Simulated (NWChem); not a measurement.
The numbers come from NWChem runs, not from measurements. System: AuCl, charge 0, spin multiplicity 1, at a geometry optimised with PBE0/def2-SVP with def2 effective core potentials on Au. The structure started from a generated list of species. Level: B3LYP/def2-TZVP with def2 effective core potentials on Au, VWN1-RPA local correlation.

The NWChem input:

```
start mol
memory heap 200 mb stack 900 mb global 1100 mb
geometry units angstroms nocenter noautoz
  Au     0.000000     0.000000    -0.398964
  Cl     0.000000     0.000000     1.854009
  symmetry group C2v
end
basis spherical
  * library def2-tzvp
end
ecp
  Au library def2-ecp
end
dft
  xc b3lyp
  semidirect memsize 60000000 filesize 0
  iterations 100
end
task dft energy
```

Output (cleaned and shortened):

```
             Northwest Computational Chemistry Package (NWChem) 7.3.0
             --------------------------------------------------------

                                NWChem Input Module
                                -------------------

 Scaling coordinates for geometry "geometry" by  1.889725989
 (inverse scale =  0.529177249)

 Turning off AUTOSYM since
 SYMMETRY directive was detected!

                             Geometry "geometry" -> ""
                             -------------------------

 Output coordinates in angstroms (scale by  1.889725989 to convert to a.u.)

  No.       Tag          Charge          X              Y              Z
 ---- ---------------- ---------- -------------- -------------- --------------
    1 Au                  79.0000     0.00000000     0.00000000    -0.39896400
    2 Cl                  17.0000     0.00000000     0.00000000     1.85400900

 Effective nuclear repulsion energy (a.u.)     315.4432145466

            Nuclear Dipole moment (a.u.)
            ----------------------------
        X                 Y               Z
 ---------------- ---------------- ----------------
     0.0000000000     0.0000000000    -0.0000056692

      Symmetry information
      --------------------

 Group name             C2v
 Group number             16
 Group order               4
 No. of unique centers     2

      Symmetry unique atoms

     1    2


 Summary of "ao basis" -> "" (spherical)
 ------------------------------------------------------------------------------
       Tag                 Description            Shells   Functions and Types
 ---------------- ------------------------------  ------  ---------------------
 *                         def2-tzvp                  on all atoms

                                 NWChem DFT Module
                                 -----------------

 Summary of "ao basis" -> "ao basis" (spherical)
 ------------------------------------------------------------------------------
       Tag                 Description            Shells   Functions and Types
 ---------------- ------------------------------  ------  ---------------------
 Au                        def2-tzvp                14       40   6s4p3d1f
 Cl                        def2-tzvp                13       37   5s5p2d1f

 Summary of "ao basis" -> "ao basis" (spherical)
 ------------------------------------------------------------------------------
       Tag                 Description            Shells   Functions and Types
 ---------------- ------------------------------  ------  ---------------------
 Au                        def2-tzvp                14       40   6s4p3d1f
 Cl                        def2-tzvp                13       37   5s5p2d1f

      Symmetry analysis of basis
      --------------------------

        a1         34
        a2          7
        b1         18
        b2         18

            General Information
            -------------------
          SCF calculation type: DFT
          Wavefunction type:  closed shell.
          No. of atoms     :     2
          No. of electrons :    36
           Alpha electrons :    18
            Beta electrons :    18
          Charge           :     0
          Spin multiplicity:     1
          Use of symmetry is: on ; symmetry adaption is: on
          Maximum number of iterations: 100
          AO basis - number of functions:    77
                     number of shells:    27
          Convergence on energy requested:  1.00D-06
          Convergence on density requested:  1.00D-05
          Convergence on gradient requested:  5.00D-04

              XC Information
              --------------
                         B3LYP Method XC Potential
                     Hartree-Fock (Exact) Exchange  0.200
                        Slater Exchange Functional  0.800 local
                    Becke 1988 Exchange Functional  0.720 non-local
              Lee-Yang-Parr Correlation Functional  0.810
                  VWN I RPA Correlation Functional  0.190 local

             Grid Information
             ----------------
          Grid used for XC integration:  medium
          Radial quadrature: Mura-Knowles
          Angular quadrature: Lebedev.
          Tag              B.-S. Rad. Rad. Pts. Rad. Cut. Ang. Pts.
          ---              ---------- --------- --------- ---------
          Au                  1.35      123           8.0       590
          Cl                  1.00       88          10.0       590
          Grid pruning is: on
          Number of quadrature shells:   211
          Spatial weights used:  Erf1

          Convergence Information
          -----------------------
          Convergence aids based upon iterative change in
          total energy or number of iterations.
          Levelshifting, if invoked, occurs when the
          HOMO/LUMO gap drops below (HL_TOL):  1.00D-02
          DIIS, if invoked, will attempt to extrapolate
          using up to (NFOCK): 10 stored Fock matrices.

                    Damping( 0%)  Levelshifting(0.5)       DIIS
                  --------------- ------------------- ---------------
          dE  on:    start            ASAP                start
          dE off:    2 iters        100 iters           100 iters

      Screening Tolerance Information
      -------------------------------
          Density screening/tol_rho:  1.00D-10
          AO Gaussian exp screening on grid/accAOfunc:  14
          CD Gaussian exp screening on grid/accCDfunc:  20
          XC Gaussian exp screening on grid/accXCfunc:  20
          Schwarz screening/accCoul:  1.00D-08

      Superposition of Atomic Density Guess
      -------------------------------------

 Sum of atomic energies:        -611.95804867

      Non-variational initial energy
      ------------------------------

 Total energy =    -594.120778
 1-e energy   =   -1023.513981
 2-e energy   =     353.527113
 HOMO         =      -0.406763
 LUMO         =      -0.182766

      Symmetry analysis of molecular orbitals - initial
      -------------------------------------------------

 !! scf_movecs_sym_adapt:   50 vectors were symmetry contaminated

  Symmetry fudging

 !! scf_movecs_sym_adapt:   46 vectors were symmetry contaminated

  Numbering of irreducible representations:

     1 a1          2 a2          3 b1          4 b2

  Orbital symmetries:

     1 a1          2 a1          3 a1          4 b2          5 b1
     6 a1          7 a1          8 b1          9 b2         10 a1
    11 a1         12 b2         13 b1         14 a1         15 a2
    16 a1         17 b2         18 b1         19 a1         20 b1
    21 b2         22 a1         23 a1         24 a1         25 a1
    26 a2         27 b1         28 b2

------------------------------------------------------------
EAF file 0: "./mol.aoints.0" size=524288 bytes
------------------------------------------------------------
               write      read    awrite     aread      wait
               -----      ----    ------     -----      ----
     calls:        1         0         0         0         0
   data(b): 5.24e+05  0.00e+00  0.00e+00  0.00e+00
   time(s): 0.00e+00  0.00e+00  0.00e+00  0.00e+00  0.00e+00
rate(mb/s): 0.00e+00  0.00e+00
------------------------------------------------------------

 !! scf_movecs_sym_adapt:   38 vectors were symmetry contaminated

  Symmetry fudging

 !! scf_movecs_sym_adapt:   34 vectors were symmetry contaminated

   convergence    iter        energy       DeltaE   RMS-Dens  Diis-err    time
 ---------------- ----- ----------------- --------- --------- ---------  ------
 d= 0,ls=0.0,diis     1   -595.9864779121 -6.72D+02  8.31D-03  7.02D-01     0.9

 !! scf_movecs_sym_adapt:   36 vectors were symmetry contaminated

  Symmetry fudging

 !! scf_movecs_sym_adapt:   36 vectors were symmetry contaminated

 d= 0,ls=0.0,diis     2   -595.9906205907 -4.14D-03  5.98D-03  4.05D-01     1.0

 !! scf_movecs_sym_adapt:   38 vectors were symmetry contaminated

  Symmetry fudging

 !! scf_movecs_sym_adapt:   32 vectors were symmetry contaminated

 d= 0,ls=0.0,diis     3   -596.0185686288 -2.79D-02  2.00D-03  7.58D-02     1.0

 !! scf_movecs_sym_adapt:   34 vectors were symmetry contaminated

  Symmetry fudging

 !! scf_movecs_sym_adapt:   34 vectors were symmetry contaminated

 d= 0,ls=0.0,diis     4   -596.0246826175 -6.11D-03  7.28D-04  3.06D-03     1.1

 !! scf_movecs_sym_adapt:   34 vectors were symmetry contaminated

  Symmetry fudging

 !! scf_movecs_sym_adapt:   32 vectors were symmetry contaminated

 d= 0,ls=0.0,diis     5   -596.0250939695 -4.11D-04  2.06D-04  3.16D-04     1.1

 !! scf_movecs_sym_adapt:   36 vectors were symmetry contaminated

  Symmetry fudging

 !! scf_movecs_sym_adapt:   34 vectors were symmetry contaminated

  Resetting Diis
 d= 0,ls=0.0,diis     6   -596.0251319036 -3.79D-05  2.41D-05  1.02D-05     1.2

 !! scf_movecs_sym_adapt:   34 vectors were symmetry contaminated

  Symmetry fudging

 !! scf_movecs_sym_adapt:   34 vectors were symmetry contaminated

 d= 0,ls=0.0,diis     7   -596.0251329186 -1.02D-06  1.20D-05  1.11D-06     1.3

 !! scf_movecs_sym_adapt:   34 vectors were symmetry contaminated

  Symmetry fudging

 !! scf_movecs_sym_adapt:   34 vectors were symmetry contaminated

 d= 0,ls=0.0,diis     8   -596.0251329316 -1.29D-08  6.58D-06  1.03D-06     1.3

         Total DFT energy =     -596.025132931590
      One electron energy =    -1025.516833095351
           Coulomb energy =      394.781570532408
    Exchange-Corr. energy =      -41.155959943135
 Nuclear repulsion energy =       75.866089574488

 Numeric. integr. density =       35.999999899375

     Total iterative time =      0.9s

                  Occupations of the irreducible representations
                  ----------------------------------------------

                     irrep           alpha         beta
                     --------     --------     --------
                     a1                9.0          9.0
                     a2                1.0          1.0
                     b1                4.0          4.0
                     b2                4.0          4.0

                       DFT Final Molecular Orbital Analysis
                       ------------------------------------

 Vector   16  Occ=2.000000D+00  E=-3.024513D-01  Symmetry=a1
              MO Center= -1.1D-14, -9.8D-15,  1.4D-01, r^2= 2.3D+00
   Bfn.  Coefficient  Atom+Function         Bfn.  Coefficient  Atom+Function
  ----- ------------  ---------------      ----- ------------  ---------------
    21     -0.470710  1 Au d  0               5      0.452677  1 Au s
     3     -0.338595  1 Au s                 57     -0.250115  2 Cl pz
    26     -0.228692  1 Au d  0               2      0.204821  1 Au s
    60     -0.190993  2 Cl pz                 6      0.151024  1 Au s
     4     -0.121074  1 Au s                 54     -0.119018  2 Cl pz

 Vector   17  Occ=2.000000D+00  E=-2.870185D-01  Symmetry=b1
              MO Center=  1.8D-15, -1.9D-17,  1.2D+00, r^2= 2.3D+00
   Bfn.  Coefficient  Atom+Function         Bfn.  Coefficient  Atom+Function
  ----- ------------  ---------------      ----- ------------  ---------------
    55      0.466025  2 Cl px                22      0.370602  1 Au d  1
    58      0.345484  2 Cl px                52      0.232872  2 Cl px
    46     -0.184878  2 Cl px                27      0.179327  1 Au d  1
    49     -0.085266  2 Cl px                32      0.078175  1 Au d  1
    16      0.058087  1 Au px                10     -0.049630  1 Au px

 Vector   18  Occ=2.000000D+00  E=-2.870185D-01  Symmetry=b2
              MO Center= -2.7D-18,  2.6D-16,  1.2D+00, r^2= 2.3D+00
   Bfn.  Coefficient  Atom+Function         Bfn.  Coefficient  Atom+Function
  ----- ------------  ---------------      ----- ------------  ---------------
    56      0.466025  2 Cl py                20     -0.370602  1 Au d -1
    59      0.345484  2 Cl py                53      0.232872  2 Cl py
    47     -0.184878  2 Cl py                25     -0.179327  1 Au d -1
    50     -0.085266  2 Cl py                30     -0.078175  1 Au d -1
    17      0.058087  1 Au py                11     -0.049630  1 Au py

 Vector   19  Occ=0.000000D+00  E=-1.547544D-01  Symmetry=a1
              MO Center=  3.5D-15,  4.1D-15, -6.1D-01, r^2= 4.0D+00
   Bfn.  Coefficient  Atom+Function         Bfn.  Coefficient  Atom+Function
  ----- ------------  ---------------      ----- ------------  ---------------
     5      0.589064  1 Au s                  6      0.524710  1 Au s
    60      0.349593  2 Cl pz                 3     -0.346004  1 Au s
    57      0.274246  2 Cl pz                45     -0.229727  2 Cl s
     2      0.217419  1 Au s                 18     -0.200270  1 Au pz
    21      0.194779  1 Au d  0               4     -0.187829  1 Au s

 Vector   20  Occ=0.000000D+00  E=-1.013703D-02  Symmetry=b1
              MO Center=  8.7D-16,  5.7D-18, -5.1D-01, r^2= 7.4D+00
   Bfn.  Coefficient  Atom+Function         Bfn.  Coefficient  Atom+Function
  ----- ------------  ---------------      ----- ------------  ---------------
    16      0.987759  1 Au px                10     -0.193491  1 Au px
    13      0.190032  1 Au px                58     -0.180122  2 Cl px
    55     -0.102343  2 Cl px                 7      0.079312  1 Au px
    52     -0.071850  2 Cl px                22     -0.052371  1 Au d  1
    46      0.046755  2 Cl px                32      0.046167  1 Au d  1

 Vector   21  Occ=0.000000D+00  E=-1.013703D-02  Symmetry=b2
              MO Center=  6.0D-18, -4.1D-16, -5.1D-01, r^2= 7.4D+00
   Bfn.  Coefficient  Atom+Function         Bfn.  Coefficient  Atom+Function
  ----- ------------  ---------------      ----- ------------  ---------------
    17      0.987759  1 Au py                11     -0.193491  1 Au py
    14      0.190032  1 Au py                59     -0.180122  2 Cl py
    56     -0.102343  2 Cl py                 8      0.079312  1 Au py
    53     -0.071850  2 Cl py                20      0.052371  1 Au d -1
    47      0.046755  2 Cl py                30     -0.046167  1 Au d -1

 center of mass
 --------------
 x =   0.00000000 y =   0.00000000 z =  -0.11203018

 moments of inertia (a.u.)
 ------------------
         538.290172519765           0.000000000000           0.000000000000
           0.000000000000         538.290172519765           0.000000000000
           0.000000000000           0.000000000000           0.000000000000

     Multipole analysis of the density
     ---------------------------------

     L   x y z        total         alpha         beta         nuclear
     -   - - -        -----         -----         ----         -------
     0   0 0 0     -0.000000    -18.000000    -18.000000     36.000000

     1   1 0 0     -0.000000     -0.000000     -0.000000      0.000000
     1   0 1 0     -0.000000     -0.000000     -0.000000      0.000000
     1   0 0 1     -1.465284    -23.350618    -23.350618     45.235953

     2   2 0 0    -26.735166    -13.367583    -13.367583      0.000000
     2   1 1 0     -0.000000     -0.000000     -0.000000      0.000000
     2   1 0 1      0.000000      0.000000      0.000000      0.000000
     2   0 2 0    -26.735166    -13.367583    -13.367583      0.000000
     2   0 1 1      0.000000      0.000000      0.000000      0.000000
     2   0 0 2    -26.200116   -122.837458   -122.837458    219.474800

 Task  times  cpu:        1.3s     wall:        1.3s

 Total times  cpu:        1.3s     wall:        1.3s
```
